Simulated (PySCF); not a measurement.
Si(F)(OH)(NH2)2 (FH5N2OSi), SMILES N[Si](F)(O)N. Geometry: PBE-D3(BJ)/def2-SVP. The structure was generated by enumeration, and PubChem lists no compound with its InChIKey, so it may never have been made. Other conformers were not sampled.

Give the equilibrium geometry at PBE-D3(BJ)/def2-SVP (PySCF confirms it by a frequency run) as Cartesian coordinates in Å. (Estimate from the structure and the level; the computed values follow.)

Several could match; the one computed here: 
```xyz
10

N     -0.9398     1.4196     0.2068
Si    -0.0073     0.0028     0.0116
N      1.6424     0.4139     0.2806
O     -0.7726    -1.1222     0.9887
F      0.0311    -0.6862    -1.4855
H     -0.6296     2.3080    -0.1861
H     -1.9500     1.3724     0.3406
H      2.3797    -0.1506    -0.1447
H      1.9310     0.7884     1.1859
H     -0.6466    -2.0389     0.6895
```
Charge 0, spin multiplicity 1.
